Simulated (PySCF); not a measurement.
Computed vibrations of [DyCl3(H2O)]−

[DyCl3(H2O)]− (singlet in the valence; each metal's 4f electrons, 10 of them, lie in its core potential, out of spins and levels). PySCF 2.14.0, RKS PBE0, Dy lcecp-0-SVP with ECP56, Cl def2-SVP, O def2-SVP, H def2-SVP; non-relativistic Hamiltonian with scalar-relativistic core potentials where named; density fitting; no spin-orbit coupling. Central differences of gradients.

```xyz
7

Dy    0.1250   -0.0273    0.0273
Cl    1.3657    1.7548    1.5998
Cl   -2.4465   -0.7112    0.7112
Cl    1.3657   -1.5998   -1.7548
O    -1.6357    1.3599   -1.3599
H    -2.1251    1.6020   -0.5572
H    -2.1251    0.5572   -1.6020
```

Run from Python with OMP_NUM_THREADS=2. Where DIIS fails, smearing, a level shift and second-order steps follow.
It took 2 min on 2 threads of Arm Neoverse V1 (shared host).

Question: What are the harmonic wavenumbers and infrared intensities?

Answer: Modes are labelled in Cs; negative numbers are unstable modes, those under 60 cm⁻¹ near the noise; a finer grid moves soft modes by up to 10 cm⁻¹.
| cm⁻¹ | km/mol | symmetry |
| --- | --- | --- |
| -261 | – | a'' |
| 44 | 2.8 | a'' |
| 50 | 14.6 | a' |
| 56 | 16.0 | a' |
| 63 | 2.7 | a'' |
| 133 | 44.4 | a' |
| 196 | 11.9 | a' |
| 240 | 6.2 | a' |
| 252 | 47.0 | a' |
| 256 | 65.8 | a'' |
| 551 | 7.9 | a'' |
| 673 | 386.4 | a' |
| 1653 | 105.1 | a' |
| 3790 | 64.5 | a' |
| 3835 | 74.7 | a'' |

Question: Is this a minimum?

Answer: No: 1 unstable; the lowest moves the atoms so:
```
Dy   0.00  0.00  0.00
Cl   0.00  0.00  0.00
Cl   0.00  0.01  0.01
Cl   0.00  0.00  0.00
O    0.00  0.01  0.01
H   -0.20 -0.67  0.11
H    0.20  0.11 -0.67
```

An lcecp potential fixes the number of 4f electrons, so in runs with it no electron can move into or out of that shell; real Dy(II) is rare or takes another configuration.
